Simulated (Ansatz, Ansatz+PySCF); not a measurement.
| atom | x (Å) | y (Å) | z (Å) |
| --- | --- | --- | --- |
| Si | 0.0000 | 0.0000 | 0.0000 |
| F | 0.9158 | 0.9158 | 0.9158 |
| F | 0.9158 | -0.9158 | -0.9158 |
| F | -0.9158 | 0.9158 | -0.9158 |
| F | -0.9158 | -0.9158 | 0.9158 |

Basis set: def2-SVP (spherical functions). Left uncorrelated: 9 orbitals. Charge 0, multiplicity 1.

Computed with Ansatz (development build ahead of 0.2.0); each method stands on the lowest determinant of its kind that the runs found. Restricted open shells among the atoms or ions are ROHF, correlated in semicanonical orbitals with singles. Restricted functionals stand beside restricted open-shell atoms, which can lie above the unrestricted atoms usual in DFT and then raise those values.

The atomization energy at this shape (free ground-state atoms in the same class of orbitals less the molecule, no zero-point energy) of singlet SiF4:

```json
{"method": "ωB97X (restricted)", "atomization energy": "2312.7 kJ/mol"}
{"method": "ωB97X (unrestricted)", "atomization energy": "2293.3 kJ/mol"}
{"method": "r²SCAN (restricted)", "atomization energy": "2327.5 kJ/mol"}
{"method": "r²SCAN (unrestricted)", "atomization energy": "2299.5 kJ/mol"}
{"method": "PBE0 (unrestricted)", "atomization energy": "2244.0 kJ/mol"}
{"method": "PBE0 (restricted)", "atomization energy": "2263.7 kJ/mol"}
{"method": "PBE (restricted)", "atomization energy": "2356.5 kJ/mol"}
{"method": "PBE (unrestricted)", "atomization energy": "2342.1 kJ/mol"}
{"method": "RHF-CCSD(T)", "atomization energy": "2155.6 kJ/mol"}
{"method": "RHF-CCSD", "atomization energy": "2137.1 kJ/mol"}
{"method": "RHF-MP2", "atomization energy": "2285.5 kJ/mol"}
{"method": "UHF", "atomization energy": "1677.1 kJ/mol"}
```

**Question.** What does RHF give?

**Answer.** 1723.4 kJ/mol.
